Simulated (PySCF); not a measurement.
Molfile (atoms numbered from 1):
```
C2F6
     RDKit          3D

  8  7  0  0  0  0  0  0  0  0999 V2000
   -0.1664    0.5131   -1.6671 F   0  0  0  0  0  0  0  0  0  0  0  0
    0.4940    0.0776   -0.6044 C   0  0  0  0  0  0  0  0  0  0  0  0
    1.4441    0.9488   -0.2960 F   0  0  0  0  0  0  0  0  0  0  0  0
    1.0518   -1.0906   -0.8876 F   0  0  0  0  0  0  0  0  0  0  0  0
   -0.4793   -0.0818    0.5902 C   0  0  0  0  0  0  0  0  0  0  0  0
   -1.0555    1.0810    0.8581 F   0  0  0  0  0  0  0  0  0  0  0  0
   -1.4150   -0.9718    0.2928 F   0  0  0  0  0  0  0  0  0  0  0  0
    0.1868   -0.4930    1.6597 F   0  0  0  0  0  0  0  0  0  0  0  0
  1  2  1  0
  2  3  1  0
  2  4  1  0
  2  5  1  0
  5  6  1  0
  5  7  1  0
  5  8  1  0
M  END
```

Geometry: PBE0-D3(BJ)/def2-TZVP; GIAO absolute shieldings from PySCF 2.14, gas phase, non-relativistic, averaged over equivalent atoms.

At PBE0/pcSseg-2 (288 basis functions, 43 s wall time on 1 thread of an Arm Neoverse V1, shared host):
```tsv
atoms	σ (ppm)
F1/F3/F4/F6/F7/F8	271.8
C2/C5	57.5
```

Problem. Predict the values at KT3/pcSseg-2 on the same geometry.

Solution. 
```json
{"atoms": "F1/F3/F4/F6/F7/F8", "σ at KT3/pcSseg-2": "260.5", "change": "-11.3"}
{"atoms": "C2/C5", "σ at KT3/pcSseg-2": "56.3", "change": "-1.2"}
```

The largest change is at F1/F3/F4/F6/F7/F8 (fluorine of a CF3 group). Cost: 288 basis functions, 47 s wall time on 1 thread of an Arm Neoverse V1, shared host.
